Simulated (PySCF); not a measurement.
# Excitation energy of Pb²⁺ by level of theory

Pb²⁺ [Xe] 4f14 5d10 6s2 (1S) → Pb²⁺ [Xe] 4f14 5d10 6s1 6p1 (3P), as a difference of total energies. All numbers are calculated (PySCF 2.14, a scalar-relativistic core potential, in aug-cc-pVQZ-PP with ECP60MDF). Correlated levels: valence: 5s2 5p6 5d10 frozen. The calculations carry no spin-orbit coupling.

```tsv
method	excitation energy (eV)
UHF	7.556
MP2 (valence)	8.090
SCS-MP2 (valence)	8.248
CCSD (valence)	8.236
```

Problem. How much does correlation contribute at MP2 (valence)?

Solution. 8.090 − (7.556) = 0.534 eV, measured against UHF.

With two correlated electrons CCSD is exact in that space.
